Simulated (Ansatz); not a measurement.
H9FGeSi3 (SMILES [F][Ge]([SiH3])([SiH3])[SiH3]), singlet, geometry from GFN2-xTB, atoms displaced at random by about 0.03 Å a coordinate; Ansatz (a quantum-chemistry and plane-wave program) with PBE0/STO-3G, gradient.

Ansatz was given this input:
Ansatz 0.2 input:
```yaml
crystal:
  periodic: [false, false, false]
  atoms:
    - {symbol: F, position_ang: [0.53297240, 0.03697612, -1.80679440]}
    - {symbol: Ge, position_ang: [-0.03195446, -0.04511195, -0.06324613]}
    - {symbol: Si, position_ang: [1.58397066, -1.64810094, 0.75903859]}
    - {symbol: Si, position_ang: [0.49522665, 2.29724886, 0.60067252]}
    - {symbol: Si, position_ang: [-2.27041762, -0.67887433, -0.34949515]}
    - {symbol: H, position_ang: [1.46870406, -2.91049126, 0.02948334]}
    - {symbol: H, position_ang: [1.28141845, -1.88738266, 2.13333784]}
    - {symbol: H, position_ang: [2.98010313, -1.18406675, 0.64159787]}
    - {symbol: H, position_ang: [-0.38625993, 3.19323602, -0.20173656]}
    - {symbol: H, position_ang: [0.04026896, 2.51971963, 2.04820261]}
    - {symbol: H, position_ang: [1.83066023, 2.61690133, 0.47104023]}
    - {symbol: H, position_ang: [-3.06557079, 0.31713493, -1.04609817]}
    - {symbol: H, position_ang: [-2.39172202, -1.97161167, -1.12088121]}
    - {symbol: H, position_ang: [-2.91107154, -0.75032168, 0.94106554]}
basis:
  gaussian:
    orbitals: STO-3G
hamiltonian:
  xc: pbe0
output: {forces: true}
```

Question: Write the output that Ansatz gives for this input, abridged.

Answer: 
```
Functional definition: PBE0
656 factors; integrals over basis functions are off by at most 4.2e-5 eV
mean field evaluation 1: about -82029.4050 eV, gradient 2.7e1 eV
mean field evaluation 2: about -82026.4677 eV, gradient 4.3e1 eV
mean field evaluation 4: about -82032.3763 eV, gradient 1.2e0 eV
mean field evaluation 8: about -82032.3414 eV, gradient 1.2e-2 eV
mean field -82032.34143258 eV, -3014.6329441294 hartree, gradient 1.1e-5 eV, S^2 0.000000; 0 other end points of the search recorded, 0 dependent functions left out
the calculation of the forces begins
reference -82032.34145292 eV, -3014.6329448767 hartree; 46, 46 occupied and 13, 13 virtual orbitals, 656 factors
Total energy: -82032.34145292 eV, -3014.6329448767 hartree
Atom 0 at     0.532972     0.036976    -1.806794 Å, force    -0.722784    -0.082072     1.941629 eV/Å
Atom 1 at    -0.031954    -0.045112    -0.063246 Å, force     2.014883     0.929922    -2.069082 eV/Å
Atom 2 at     1.583971    -1.648101     0.759039 Å, force    -0.719050     0.928254    -0.928465 eV/Å
Atom 3 at     0.495227     2.297249     0.600673 Å, force    -4.355213    -1.728494     1.278944 eV/Å
Atom 4 at    -2.270418    -0.678874    -0.349495 Å, force     0.408654    -0.497775    -0.310396 eV/Å
Atom 5 at     1.468704    -2.910491     0.029483 Å, force     0.025273     0.396768     0.249911 eV/Å
Atom 6 at     1.281418    -1.887383     2.133338 Å, force     0.108978    -0.218223     0.479480 eV/Å
Atom 7 at     2.980103    -1.184067     0.641598 Å, force    -0.799040    -0.130045     0.063106 eV/Å
Atom 8 at    -0.386260     3.193236    -0.201737 Å, force     0.914455    -0.560813     0.451426 eV/Å
Atom 9 at     0.040269     2.519720     2.048203 Å, force     0.796281    -0.259625    -1.777090 eV/Å
Atom 10 at     1.830660     2.616901     0.471040 Å, force     1.849342     0.463517    -0.257461 eV/Å
Atom 11 at    -3.065571     0.317135    -1.046098 Å, force     0.361804    -0.069388    -0.108754 eV/Å
Atom 12 at    -2.391722    -1.971612    -1.120881 Å, force     0.133870     1.228649     0.934771 eV/Å
Atom 13 at    -2.911072    -0.750322     0.941066 Å, force    -0.017454    -0.400674     0.051982 eV/Å
Dipole moment:    -0.020740    -0.021991     0.211462 e Å
```
